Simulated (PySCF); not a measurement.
C₅H₁₀OSi.
Numbering: `[CH3:1]/[CH:2]=[CH:3]\[CH:4]=[CH:5]/[O:6][SiH3:7]` (hydrogens: H8, H9, H10 on C1; H11 on C2; H12 on C3; H13 on C4; H14 on C5; H15, H16, H17 on Si7)

Structure optimised with GFN2-xTB, isolated species.

Task: List the bond lengths, angles and torsions at this level.

Result: 
```
                bond  length (Å)
               C1–C2       1.492
               C2=C3       1.335
               C3–C4       1.443
               C4=C5       1.337
               C5–O6       1.346
              O6–Si7       1.625
C1–H8, C1–H9, C1–H10       1.089
              C2–H11       1.083
              C3–H12       1.082
              C4–H13       1.078
              C5–H14       1.084
    Si7–H15, Si7–H16       1.465
             Si7–H17       1.453
```

Bonds in one row agree within 0.01 Å and their mean is given. A selection of angles:
```
      angle  degrees
   C2–C1–H8    109.8
   C2–C1–H9    112.4
   H8–C1–H9    108.7
  H8–C1–H10    107.4
   C1–C2–C3    127.5
  C1–C2–H11    114.2
  C3–C2–H11    118.3
   C2–C3–C4    126.8
  C2–C3–H12    118.8
  C4–C3–H12    114.4
   C3–C4–C5    123.5
  C3–C4–H13    119.0
  C5–C4–H13    117.4
   C4–C5–O6    122.9
  C4–C5–H14    121.0
  O6–C5–H14    116.0
  C5–O6–Si7    133.2
 O6–Si7–H15    110.8
 O6–Si7–H17     99.1
H15–Si7–H16    108.4
H15–Si7–H17    113.8
```

Torsions: C1–C2–C3–C4 0° (synperiplanar); C2–C3–C4–C5 180° (antiperiplanar); C3–C4–C5–O6 0° (synperiplanar); C4–C5–O6–Si7 180° (antiperiplanar).

Si7 (oxygen-bound silicon) is distorted tetrahedral (angles from 99.1° to 113.8°). Of the pairs four or more bonds apart, H9···H13 is among the closest relative to their van der Waals radii: 2.12 Å, 88 % of the sum of Bondi's values. The 7 heavy atoms lie in one plane (0.000 Å rms). The C–C distances run from 1.335 Å (C2=C3, drawn double) to 1.492 Å (C1–C2, drawn single), a spread of 0.157 Å.

Point group: Cs (tolerance 0.08 Å). No GFN2-xTB frequencies stand behind this structure, so it isn't proved a minimum. The numbers are those of one conformer.

These are computed values.
